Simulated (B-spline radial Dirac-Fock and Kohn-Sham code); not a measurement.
**Subshell photoionisation cross sections of Os⁷⁺ against photon energy**

System: osmium as Os⁷⁺, configuration [Xe] 4f14 5d1.

Level of theory: Dirac-Hartree-Slater photoionisation with all multipoles and Dirac-Fock thresholds; a radial finite-basis atomic code. Values are in kb; a dash marks an energy below the computed threshold.

```csv
hν (eV),3p3/2,4p1/2,4f7/2,5p1/2,5p3/2
151,–,–,–,–,263
219,–,–,3530,53.8,168
377,–,–,2470,27.9,94.0
673,–,49.6,852,15.5,45.3
711,–,49.2,748,14.6,42.2
2400,–,16.0,19.3,3.01,6.41
3460,74.5,8.89,5.14,1.63,3.24
3470,74.2,8.84,5.08,1.63,3.22
5140,35.1,4.34,1.12,0.787,1.45
5520,30.4,3.78,0.839,0.684,1.24
7360,16.3,2.11,0.259,0.381,0.658
8160,12.9,1.70,0.168,0.307,0.519
10400,7.26,1.00,0.0598,0.180,0.292
12500,4.62,0.659,0.0267,0.119,0.186
19300,1.48,0.231,0.00378,0.0415,0.0602
23700,0.838,0.137,0.00147,0.0246,0.0344
26200,0.632,0.105,0.000919,0.0190,0.0260
114000,0.00702,0.00165,8.62e-07,0.000300,0.000301
132000,0.00439,0.00107,4.37e-07,0.000194,0.000189
```

At 132000 eV the multipoles beyond E1 give 41.5 % of 3p3/2, 39.8 % of 4p1/2, 77.7 % of 4f7/2, 39.7 % of 5p1/2, 41.2 % of 5p3/2.

Run: 4.4 s of CPU time on 1 thread of Neoverse-V1 (shared host), peak memory 0.38 GiB.
